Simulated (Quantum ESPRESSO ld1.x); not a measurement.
Values are calculated unless marked as measured or tabulated.
Problem. Species: Ca4+. Configuration: [Ne] 3s2 3p4 (the NIST ground configuration). Code: ld1.x of Quantum ESPRESSO 7.5. Model: scalar-relativistic Kohn-Sham, LDA (Slater exchange, VWN5 correlation), spin-polarised, spherical densities, point nucleus; open shells are filled with parallel spins first. Some entries of the table are withheld. Estimate them.

| orbital | occ. | eigenvalue (hartree) | <r> (bohr) |
|---|---|---|---|
| 1s up | 1 | -146.932 | 0.07702 |
| 1s down | 1 | -146.905 | 0.07701 |
| 2s up | 1 | -17.3116 | 0.3650 |
| 2s down | 1 | -17.2835 | 0.3647 |
| 2p up | 3 | -14.4396 | 0.3275 |
| 2p down | 3 | -14.4050 | 0.3273 |
| 3s up | 1 | (1) | 1.095 |
| 3s down | 1 | (2) | 1.101 |
| 3p up | 3 | -2.89212 | 1.155 |
| 3p down | 1 | -2.78683 | 1.165 |

Solution. 
(1) 3s up eigenvalue (hartree): -3.62483
(2) 3s down eigenvalue (hartree): -3.51524
